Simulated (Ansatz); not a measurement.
System: SiF2, charge 0, singlet. SiF2 (SMILES F[Si]F).
B3LYP-D3(BJ)/def2-TZVP minimum from Ansatz (a first-principles code):
```
Si
F 1 1.6090
F 1 1.6090 2 100.76
```
Charge 0, spin multiplicity 1.

Hartree-Fock and CCSD(T) correlation energies in hartree (Ansatz). Radicals and triplets start from unrestricted determinants; spin-orbit coupling is neglected. Cores are frozen in correlated methods. No relativity. The restricted determinant of F2Si (F[Si]F, singlet) is unstable towards broken spin symmetry in at least one set run.

```tsv
basis	X	E(HF)	E(corr, CCSD(T))
cc-pV(T+d)Z	3	-488.00217	-0.62810
cc-pV(Q+d)Z	4	-488.02569	-0.68258
cc-pV(5+d)Z	5	-488.03088	withheld
```

Question: Fit E(corr) = E∞ + A/X³ to X = 3 and 4, predict X = 5, and compare with the run.

Answer: A = (-0.62810 - (-0.68258))/(1/27 - 1/64) = 2.5444; E∞ = -0.68258 - A/64 = -0.72234; at X = 5, E∞ + A/125 = -0.70198. The run gave -0.70305, 1.07 mEh below the prediction. The same form on X = 4 and 5 gives E∞ = -0.72453, 2.19 mEh below the first estimate.
